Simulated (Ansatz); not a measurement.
Species: OsO, net charge 0, quintet state. The spin state was set by rule; other spins were not relaxed. 
Coordinates optimised at B3LYP-D3(BJ)/def2-TZVP (Ansatz, a quantum-chemistry and plane-wave program):
```
Os
O 1 1.7347
```
Charge 0, spin multiplicity 5.

Wanted: vertical electron affinity (to the quartet state of charge -1; a negative value means that the extra electron is unbound and the number depends on the basis; each state is the SCF solution reached for its spin; the UHF <S^2> is 3.93 for the quartet (pure: 3.75) and 6.11 for the quintet (pure: 6.00); for the quartet T1 is 0.060; for the quintet T1 is 0.048), in eV. Correlated levels leave the core frozen unless marked. UHF or UKS for open shells. No spin-orbit coupling. Frozen are the shells of the preceding noble gas and the d and f shells that filled before the atom's block. Past Kr the def2 sets carry scalar-relativistic core potentials. Anions need diffuse functions: def2-D sets add few. CBS marks a two-point X^-3 extrapolation of the correlation energy; Hartree-Fock from the larger set.

| level | program | vertical electron affinity (eV) |
|---|---|---|
| SVWN5/def2-TZVPD | Ansatz | 2.19 |
| PBE/def2-TZVPD | Ansatz | 1.97 |
| B3LYP/def2-TZVPD | Ansatz | 2.06 |
| PBE0/def2-TZVPD | Ansatz | 1.80 |
| BHLYP/def2-TZVPD | Ansatz | 1.80 |
| CAM-B3LYP/def2-TZVPD | Ansatz | 1.97 |
| wB97X-V/def2-TZVPD | Ansatz | 1.90 |
| wB97X/def2-TZVPD | Ansatz | 1.90 |
| CCSD/def2-TZVPPD | Ansatz | 1.74 |
| CCSD/CBS(def2-TZVPPD,def2-QZVPPD) | Ansatz | 1.90 |
| CCSD(T)/def2-SVPD | Ansatz | 1.63 |
| CCSD(T)/def2-TZVPPD | Ansatz | 1.87 |
| CCSD(T)/def2-QZVPPD | Ansatz | 1.98 |
| CCSD(T)/CBS(def2-TZVPPD,def2-QZVPPD) | Ansatz | 2.06 |
